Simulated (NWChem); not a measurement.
System: SnCl cation, singlet; SMILES [Cl][Sn+]

Parts of the log:

```
             Northwest Computational Chemistry Package (NWChem) 7.3.0
             --------------------------------------------------------

                             Geometry "geometry" -> ""
                             -------------------------

 Output coordinates in angstroms (scale by  1.889725989 to convert to a.u.)

  No.       Tag          Charge          X              Y              Z
 ---- ---------------- ---------- -------------- -------------- --------------
    1 Sn                  50.0000     0.00000000     0.00000000    -0.58151300
    2 Cl                  17.0000     0.00000000     0.00000000     1.71295700

 Effective nuclear repulsion energy (a.u.)     196.0368458292

                                 NWChem DFT Module
                                 -----------------

 Summary of "ao basis" -> "ao basis" (spherical)
 ------------------------------------------------------------------------------
       Tag                 Description            Shells   Functions and Types
 ---------------- ------------------------------  ------  ---------------------
 Sn                        def2-svpd                12       32   5s4p3d
 Cl                        def2-svpd                11       27   5s4p2d

            General Information
            -------------------
          SCF calculation type: DFT
          Wavefunction type:  closed shell.
          No. of atoms     :     2
          No. of electrons :    38
           Alpha electrons :    19
            Beta electrons :    19
          Charge           :     1
          Spin multiplicity:     1
          Use of symmetry is: off; symmetry adaption is: off
          Maximum number of iterations: 150
          AO basis - number of functions:    59
                     number of shells:    23
          Convergence on energy requested:  1.00D-06
          Convergence on density requested:  1.00D-05
          Convergence on gradient requested:  5.00D-04

              XC Information
              --------------
                         B3LYP Method XC Potential
                     Hartree-Fock (Exact) Exchange  0.200
                        Slater Exchange Functional  0.800 local
                    Becke 1988 Exchange Functional  0.720 non-local
              Lee-Yang-Parr Correlation Functional  0.810
                  VWN I RPA Correlation Functional  0.190 local

             Grid Information
             ----------------
          Grid used for XC integration:  medium
          Radial quadrature: Mura-Knowles
          Angular quadrature: Lebedev.
          Tag              B.-S. Rad. Rad. Pts. Rad. Cut. Ang. Pts.
          ---              ---------- --------- --------- ---------
          Sn                  1.45      123          11.0       590
          Cl                  1.00       88          12.0       590
          Grid pruning is: on
          Number of quadrature shells:   211
          Spatial weights used:  Erf1

      Superposition of Atomic Density Guess
      -------------------------------------

 Sum of atomic energies:        -708.42230429

 Renormalizing density from      39.00 to     38

      Non-variational initial energy
      ------------------------------

 Total energy =    -663.826621
 1-e energy   =   -1152.458263
 2-e energy   =     402.375430
 HOMO         =      -0.700629
 LUMO         =      -0.341967

   convergence    iter        energy       DeltaE   RMS-Dens  Diis-err
 ---------------- ----- ----------------- --------- --------- ---------
 d= 0,ls=0.0,diis     1   -674.0428975812 -7.60D+02  5.27D-02  1.55D+00
 d= 0,ls=0.0,diis     2   -672.0186190340  2.02D+00  4.52D-02  1.08D+01
 d= 0,ls=0.0,diis     3   -674.1873284945 -2.17D+00  1.14D-02  1.78D-01
 d= 0,ls=0.0,diis     4   -674.2165416806 -2.92D-02  2.10D-03  1.26D-02
 d= 0,ls=0.0,diis     5   -674.2178122202 -1.27D-03  4.92D-04  8.87D-04
  Resetting Diis
 d= 0,ls=0.0,diis     6   -674.2179627165 -1.50D-04  1.47D-04  8.74D-05
 d= 0,ls=0.0,diis     7   -674.2179813884 -1.87D-05  3.66D-05  8.72D-07
 d= 0,ls=0.0,diis     8   -674.2179812909  9.74D-08  2.39D-05  1.51D-06
 d= 0,ls=0.0,diis     9   -674.2179815274 -2.36D-07  4.77D-06  9.78D-08

         Total DFT energy =     -674.217981527398
      One electron energy =    -1173.781733144573
           Coulomb energy =      459.441561794441
    Exchange-Corr. energy =      -46.134022342118
 Nuclear repulsion energy =       86.256212164852

 Numeric. integr. density =       37.999999849372

                       DFT Final Molecular Orbital Analysis
                       ------------------------------------

 Vector   17  Occ=2.000000D+00  E=-5.512531D-01
              MO Center=  1.9D-07,  1.6D-07,  4.5D-01, r^2= 3.5D+00
   Bfn.  Coefficient  Atom+Function         Bfn.  Coefficient  Atom+Function
  ----- ------------  ---------------      ----- ------------  ---------------
     3      0.475195  1 Sn s                 46      0.465447  2 Cl pz
    43      0.381354  2 Cl pz                14     -0.333947  1 Sn pz
     4      0.243759  1 Sn s                 40      0.218844  2 Cl pz
     2     -0.174315  1 Sn s                  1     -0.144128  1 Sn s
    11      0.110404  1 Sn pz                 8      0.103719  1 Sn pz

[...]

 DFT Linear Response polarizability / au
 Frequency  =       0.0000000 / au
              X              Y              Z
 -----------------------------------------------
 X      32.1866393      0.0000010     -0.0000004
 Y       0.0000010     32.1866395     -0.0000006
 Z      -0.0000004     -0.0000006     58.0932517
 -----------------------------------------------
 Eigenvalues =      32.1866384     32.1866404     58.0932517
 Isotropic   =      40.8221768
 Anisotropic =      25.9066123
 -----------------------------------------------

 Magnetic Dipole Response Matrix (nonzero elements):

 Exiting AOResponse driver routine
```

Level: B3LYP/def2-SVPD with def2 effective core potentials on Sn. Low-valent species are run as closed-shell singlets; no triplet was tried in these runs. The geometry was optimised at PBE0/def2-SVP. def2 effective core potentials on Sn; no spin-orbit coupling.

Problem. Write an input that gives this output.

Solution. Several could match; the one computed here: the input that was run:
```
start job
memory heap 200 mb stack 900 mb global 1100 mb
charge 1
geometry units angstroms noautosym nocenter noautoz
  Sn     0.000000     0.000000    -0.581513
  Cl     0.000000     0.000000     1.712957
end
basis spherical
  * library def2-svpd
end
ecp
  Sn library def2-ecp
end
dft
  xc b3lyp
  iterations 150
end
property
  response 1 0.0
end
task dft property
```
